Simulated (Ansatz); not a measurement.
## Nudged elastic band run: CH3NOSe

The input (input.yaml):

```yaml
crystal:
  periodic: [false, false, false]
  atoms:
    - { symbol: "N", position_ang: [-0.460288, 0.933572, 0.059283] }
    - { symbol: C, position_ang: [0.060096, -0.274465, -0.163529] }
    - { symbol: O, position_ang: [0.848118, -0.670808, 0.829952] }
    - { symbol: Se, position_ang: [-0.244431, -1.285292, -1.628461] }
    - { symbol: H, position_ang: [-1.076363, 1.337326, -0.630567] }
    - { symbol: H, position_ang: [-0.240947, 1.440353, 0.908318] }
    - { symbol: H, position_ang: [1.175014, -1.548786, 0.579304] }
basis:
  gaussian: { orbitals: def2-SVP }
hamiltonian:
  xc: pbe0
  dispersion: d4
neb:
  order_check: false
  images: 5
  f_tol: 0.05
  max_iterations: 60
  initial_path: idpp
  final_atoms:
    - { symbol: "N", position_ang: [-0.43138135, 0.73019181, 0.11734354] }
    - { symbol: C, position_ang: [0.05857662, -0.43476544, -0.35682924] }
    - { symbol: O, position_ang: [0.91620281, -1.07014414, 0.43791618] }
    - { symbol: Se, position_ang: [-0.41548741, -1.12341034, -1.94404346] }
    - { symbol: H, position_ang: [-1.04365666, 1.25281888, -0.49513605] }
    - { symbol: H, position_ang: [0.00138787, 1.22780102, 0.88769087] }
    - { symbol: H, position_ang: [0.97555713, -0.65059179, 1.30735816] }
```

Run as:

```bash
$ ansatz run input.yaml --threads 1 --pin off --max-ram 2048MiB --backend cpu --events-out ev --progress --plain --runs-dir out
```

Output, in part (warnings, iteration lines, the closing report on the highest movable image, with atoms numbered from 0):

```
NEB end point (image 0): max|allowed force component| = 1.360e-3 eV/Å (the criterion of neb.relax_end_points is 1.000e-2)
NEB end point (image 6): max|allowed force component| = 8.394e-3 eV/Å (the criterion of neb.relax_end_points is 1.000e-2)
NEB iter   1: max|band force component| = 1.984e0 eV/Å  barrier→ = 0.8128 eV  barrier← = 0.3399 eV  Δτ_max = 0.1972 Å  (183 SCF iters)
NEB iter   2: max|band force component| = 1.468e0 eV/Å  barrier→ = 0.6611 eV  barrier← = 0.1882 eV  Δτ_max = 0.0934 Å  (166 SCF iters)
NEB iter   3: max|band force component| = 4.791e-1 eV/Å  barrier→ = 0.6205 eV  barrier← = 0.1476 eV  CI = image 4  Δτ_max = 0.0543 Å  (150 SCF iters)
NEB iter   4: max|band force component| = 3.391e-1 eV/Å  barrier→ = 0.6191 eV  barrier← = 0.1461 eV  CI = image 4  Δτ_max = 0.0247 Å  (154 SCF iters)
NEB iter   5: max|band force component| = 1.579e-1 eV/Å  barrier→ = 0.6180 eV  barrier← = 0.1450 eV  CI = image 4  Δτ_max = 0.0212 Å  (155 SCF iters)
NEB iter   6: max|band force component| = 8.243e-2 eV/Å  barrier→ = 0.6171 eV  barrier← = 0.1442 eV  CI = image 4  Δτ_max = 0.0101 Å  (155 SCF iters)
NEB iter   7: max|band force component| = 4.584e-2 eV/Å  barrier→ = 0.6170 eV  barrier← = 0.1441 eV  CI = image 4  Δτ_max = 0.0000 Å  (278 SCF iters)
Total energy: -69948.08526375 eV, -2570.5447209277 hartree
Atom 0 at    -0.645648     0.617974     0.224193 Å, force    -0.004210    -0.012908    -0.001263 eV/Å
Atom 1 at     0.227241    -0.191651    -0.397583 Å, force    -0.002515    -0.000860     0.017119 eV/Å
Atom 2 at     1.262330    -0.558278     0.394159 Å, force     0.005975     0.005369    -0.014040 eV/Å
Atom 3 at     0.070517    -0.712199    -2.101345 Å, force    -0.000103     0.001030    -0.001923 eV/Å
Atom 4 at    -1.420073     0.999008    -0.303101 Å, force     0.004759     0.006258    -0.005165 eV/Å
Atom 5 at    -0.408523     1.018548     1.124299 Å, force     0.000437     0.001430     0.001480 eV/Å
Atom 6 at     0.975355    -1.241502     1.013677 Å, force    -0.004343    -0.000319     0.003792 eV/Å
Dipole moment:    -0.360141     0.283744     0.934996 e Å
```

The forces met the threshold. A vibrational analysis at the climbing image gives one clearly imaginary mode, 502i cm⁻¹: a first-order saddle point.

Final band (atoms are numbered from 1 in the order of the input):

```csv
image,path coordinate (Å),energy (kJ/mol),dihedral Se4–C2–O3–H7 (°)
0,0.00,0.0,0
1,0.30,9.7,-24
2,0.59,31.5,-51
3,0.89,51.8,-78
4,1.19,59.5,-104
5,1.57,51.1,-139
6,1.96,45.6,-172
```

The run took 2.5 min on 1 thread of Arm Neoverse V1, on a shared host, peak memory 0.27 GiB.
